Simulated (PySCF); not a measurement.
C10H12O, SMILES c1cc(OCC)ccc1C=C at its GFN2-xTB optimised geometry (Å):

```
23

C      2.8891     3.3204     0.0000
C      1.5610     3.3204     0.0000
C      0.6842     2.1579     0.0012
C     -0.7009     2.3506     0.0100
C     -1.5721     1.2864     0.0127
C     -1.0896    -0.0243     0.0065
O     -2.0314    -1.0037     0.0106
C     -1.6182    -2.3553     0.0085
C     -2.8688    -3.2205     0.0188
C      0.2865    -0.2320    -0.0035
C      1.1517     0.8457    -0.0060
H      3.4482     4.2403    -0.0005
H      3.4733     2.4163     0.0008
H      1.0406     4.2710     0.0000
H     -1.0951     3.3570     0.0151
H     -2.6402     1.4380     0.0197
H     -1.0055    -2.5643     0.8968
H     -1.0192    -2.5658    -0.8888
H     -3.4594    -3.0072     0.9055
H     -3.4733    -3.0080    -0.8586
H     -2.5922    -4.2710     0.0171
H      0.6959    -1.2304    -0.0095
H      2.2134     0.6530    -0.0139
```

Calculation: PBE0/def2-SVP (PySCF). Cells within 0.4 Å of a nucleus heavier than hydrogen are left out (blank, or x).

Map of the electrostatic potential (hartree/e), clipped to [-0.08, 0.12] on the plane z = 0.0 Å:

```
|2222222333333333333333333333322|
|2222223333333333333333333333332|
|2222233333333333333333333333332|
|2222233333333333455333454333332|
|2222233333334444899644999533332|
|2222333333345545999979999533332|
|2222333333479965999999999433332|
|222233333349999799xx9xx99433333|
|222233333349999999xx99x99433333|
|2222333344599xx9999999999533333|
|2222333468999xx9xx9977999633333|
|2222333699999999999965797433333|
|22222337999xx999999998554433333|
|22222234999999999xx999744333333|
|2222222235999999999999743333333|
|222222111499xx9xx99998543333333|
|222221100999999xx99544433333333|
|2222211009xx9999999543333333333|
|2222221029x99989999543333333333|
|2222222249999977998443333333333|
|22222235999xx975665433333333333|
|22223359999x9974444433333333333|
|33333389xx999954443333333333333|
|33333389xx999644433333333333333|
|3333335999965444333333333333333|
|3333333699964443333333333333333|
|3333333499954433333333333333333|
|3333333356544333333333333333333|
|3333333334443333333333333333333|
|3333333333333333333333333333333|
|3333333333333333333333333333333|
```
Scale: ten equal steps from -0.051 (start of '0') to 0.120 (end of '9'), in the order '0123456789'; x runs from -6.50 to 6.50, y from -6.50 (bottom) to 6.50 (top).
